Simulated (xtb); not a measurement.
BrH3SiTe, SMILES Br[Te][SiH3]. All values are semi-empirical tight-binding results from xtb (GFN2-xTB unless named), good for trends rather than for accurate numbers. Geometry optimised at GFN2-xTB. This is a generated structure with no PubChem entry under its InChIKey; it may be hypothetical.

Optimised geometry:

```xyz
6

Te    -0.0455     0.2507     0.8783
Br    -0.1192    -1.4541    -0.9473
Si     0.3723     2.1628    -0.6923
H      0.2637     3.3074     0.1995
H     -0.6428     2.1892    -1.7373
H      1.7032     2.0800    -1.2840
```

- orbital gap: 2.84 eV
- zero-point energy: 15.7 kcal/mol
- G − E(el) at 298.15 K (modified RRHO): -4.9 kcal/mol
- static polarisability (D4 model): 90.0 bohr³
- solvation energy, GFN2-xTB/ALPB(water): -1.5 kcal/mol
- solvation energy, GFN2-xTB/ALPB(octanol): -5.2 kcal/mol

Computed atomic charges and the Wiberg bond orders between heavy atoms:
charges (e) Te1 0.04, Br2 -0.19, Si3 0.43, H4 -0.12, H5 -0.08, H6 -0.08. Bond orders Te1–Br2 1.16, Te1–Si3 0.98.
